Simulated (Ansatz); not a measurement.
Gas-phase electronic energies from Ansatz, PBE0-D4/def2-TZVP geometries. CCSD(T)/CBS is the MP2 limit (def2-TZVPP, def2-QZVPP) plus CCSD(T) − MP2 in def2-TZVPP, frozen cores. This one scheme is used for every species. Functionals use def2-TZVPP. One conformer a species, not always the lowest.

Reaction (cleavage of the Si–Si bond): `F[SiH](Cl)[SiH2][SiH3]` + `N=C=O` → `O=C=N[SiH](F)Cl` + `[SiH3][SiH3]`

(1) Is it downhill or uphill in electronic energy at CCSD(T)/CBS, and by how much? (An estimate is asked.)

(2) What do these levels give: PBE-D4, PBE0-D4, ωB97X-V, B2PLYP, PBE0, MP2/CBS(def2)? (Best estimate.)

Largest T1 diagnostic among the species: 0.018.

Results:

(1) The calculation gave: Downhill: ΔE = -24.8 kcal/mol.

(2) The calculation gave: PBE-D4 -19.2, PBE0-D4 -21.7, ωB97X-V -24.4, B2PLYP -26.2, PBE0 -22.2, MP2/CBS(def2) -26.6 kcal/mol.

In def2-TZVPP, CCSD(T) changes the Hartree–Fock value by +6.3 kcal/mol (the triples alone add +1.0 kcal/mol) and MP2 by +4.5 kcal/mol. From PBE to PBE0 (25 % exact exchange), in def2-TZVPP and without D4, ΔE moves by −2.5 kcal/mol.
